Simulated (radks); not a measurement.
Spherical quantum dot in the effective-mass picture: electrons in a well V = -V0 / (1 + exp((r - R)/a)) with V0 = 5.28, R = 4.92, a = 0.3, with a point charge +1 (a donor) at the centre, all in effective atomic units (hartree* = m*/eps^2 hartree, bohr* = eps/m* bohr), one dielectric constant everywhere. Calculated with a radial shooting solver with Libxc functionals: non-relativistic Kohn-Sham, PBEsol, spin-polarised, spherical densities. Levels are named by radial order and angular momentum (1s, 1p, 1d, 2s, ...), and open shells are averaged over m. Results are scaled to m* = 0.252 and eps = 7.3, for which hartree* = 128.7 meV and bohr* = 1.533 nm. Each electron was tried in the lowest free levels, single moves between levels near the top were tried too, and the lowest total energy was kept; such a search can miss a lower state. The series stops at N = 17: beyond it a trial failed or the search could not be trusted, so later rows were left out. At N = 1 the Hartree and exchange-correlation terms need not cancel, so that row can carry a self-interaction error.

N                         open shells  2S   E (meV)  mu = E(N) - E(N-1) (meV)  addition energy mu(N+1) - mu(N) (meV)  rms radius (nm)
1                    1s(up 1, down 0)   1  -741.153                   -741.15                                  69.42            2.507
2                                none   0  -1412.89                   -671.73                                  82.34            3.057
3                    1p(up 1, down 0)   1  -2002.28                   -589.39                                  32.58            3.737
4                    1p(up 2, down 0)   2  -2559.09                   -556.81                                  33.85            4.077
5                    1p(up 3, down 0)   3  -3082.05                   -522.96                                  43.53            4.300
6                    1p(up 3, down 1)   2  -3561.49                   -479.43                                  31.09            4.473
7                    1p(up 3, down 2)   1  -4009.83                   -448.34                                  32.12            4.608
8                                none   0  -4426.04                   -416.22                                  61.09            4.718
9                    2s(up 1, down 0)   1  -4781.17                   -355.13                                  31.48            4.784
10                   1d(up 2, down 0)   2  -5104.83                   -323.65                                  30.71            4.934
11                   1d(up 3, down 0)   3  -5397.77                   -292.94                                  31.02            5.018
12                   1d(up 4, down 0)   4  -5659.69                   -261.92                                  30.98            5.092
13                   1d(up 5, down 0)   5  -5890.62                   -230.94                                  37.86            5.157
14  1d(up 5, down 0) 2s(up 1, down 0)   6  -6083.70                   -193.08                                  32.41            5.174
15                   1d(up 5, down 2)   3  -6244.38                   -160.67                                  28.79            5.272
16                   1d(up 5, down 3)   2  -6376.26                   -131.88                                  30.10            5.322
17                   1d(up 5, down 4)   1  -6478.04                   -101.78                                      -            5.368

All shells are closed at N = 2, 8 (there: 1s2 1p6); the second difference of the energy has clear peaks (12 % above both neighbours; the first and last values, which can be the largest, are not judged, and half-filled shells can peak too) at N = 2, 5, 8, 13.
